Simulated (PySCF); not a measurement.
Electron correlation in Co- (cobalt, charge -1)

[Ar] 3d8 4s2, high-spin 3F determinant. All numbers are calculated (PySCF 2.14, the spin-free X2C one-electron Hamiltonian (Gaussian nucleus), in x2c-TZVPPall with one added diffuse shell each of s, p, d, f type (7s6p5d3f1g, 80 functions)). Frozen: [Ne]; 18 electrons correlated.

```csv
level,correlation energy (mhartree)
CCSD,-651.68
(T),-27.49
CCSD(T),-679.17
```

Diagnostics: T1 = 0.050, D1 = 0.2401, largest double amplitude 0.089.

Q: Is a single reference adequate?

A: Not fully. T1 exceeds 0.03, a sign that the reference determinant is poor.

This basis was not built for core-valence correlation, so the inner-shell part is incomplete.
